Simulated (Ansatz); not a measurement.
```xyz
9

O    -0.839    1.365    0.736
C    -0.573    0.600   -0.279
Al   -0.140   -1.384   -0.174
Cl   -0.557    1.446   -1.786
Se    2.004   -0.216   -0.035
H    -0.807    2.310    0.511
H    -0.621   -2.002    1.205
H    -0.341   -2.040   -1.601
H     1.875   -0.079    1.422
```

Total charge 0; spin multiplicity 1. The bonds changed during the relaxation, so this is another structure than the one it started from.

(1) List the r2SCAN/def2-TZVPP orbital energies in eV (the Gaussian-basis code of Ansatz). (Best estimate.)

## Answers

(1) The calculation gave: Occupied: -12334.00, -2754.73, -1574.65, -1516.43, -1411.90, -1411.86, -1411.84, -518.84, -277.56, -256.10, -210.77, -194.69, -194.48, -194.45, -154.22, -154.09, -154.00, -109.94, -70.21, -70.14, -70.05, -54.57, -54.54, -54.46, -54.37, -54.36, -30.52, -23.39, -18.46, -17.75, -14.59, -12.85, -12.29, -10.43, -9.84, -9.28, -9.13, -8.24, -7.12, -7.02, -6.12. Lowest empty: -3.29, -0.98, -0.25, -0.02, 0.54, 1.42, 1.78, 2.06.
